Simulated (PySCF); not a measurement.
C₃H₆BNO, SMILES CB(O)CC#N.

Geometry optimised at ωB97X-D3(BJ)/def2-SVP. This is a generated structure with no PubChem entry under its InChIKey; it may be hypothetical. One conformer was computed; it need not be the lowest.

Vertical ionisation energy (IE) and electron affinity (EA) in eV. Rows of orbital energies are one-electron estimates. Where ΔSCF, EOM or ADC give a negative EA the extra electron is unbound and the value depends on the basis.

```
level                                         IE    EA
------------------------------------------  ----  ----
−ε(HOMO), −ε(LUMO), PBE0/def2-TZVP (PySCF)  8.95  0.09
−ε(HOMO), −ε(LUMO), PBE/def2-TZVP (PySCF)      …     …
```

What belongs in the gaps? (The exact figures need the calculation; the answer reports its results.)


- −ε(HOMO), −ε(LUMO), PBE/def2-TZVP (PySCF), IE: 7.57
- −ε(HOMO), −ε(LUMO), PBE/def2-TZVP (PySCF), EA: 1.13
